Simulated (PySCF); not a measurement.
Gas-phase reaction: HfCl₄.H₂O + H₂O₂ ⇌ HfCl₂(OH)₂ + Cl₂ + H₂O

Method: PySCF energies plus ideal-gas RRHO corrections (1 bar). † marks an energy on the PBE0/def2-TZVP geometry and frequencies; other levels use their own. All species are closed-shell singlets. Hf: scalar-relativistic def2 core potential, no spin-orbit coupling. Adducts (HfCl₄.H₂O) have no counterpoise correction, and HF, PBE, BLYP, B3LYP and PBE0 lack dispersion. HfCl₄.H₂O, HfCl₂(OH)₂: computed as isolated molecules; such fragments, hydroxides, amides, oligomers or adducts are transient or little studied in the gas.

ωB97M-V/def2-TZVP† gives ΔH°(298 K) = -57 kJ.

Question: What do HF/def2-TZVP†, PBE/def2-TZVP†, PBE/def2-SVP give?

Answer: HF/def2-TZVP†: -80 kJ; PBE/def2-TZVP†: -64 kJ; PBE/def2-SVP: -14 kJ. For scale, ΔH°(298 K) is -57 kJ at this level, -56 kJ at ωB97X-V/def2-TZVP†, and runs from -88 to -11 kJ over the 16 levels computed.
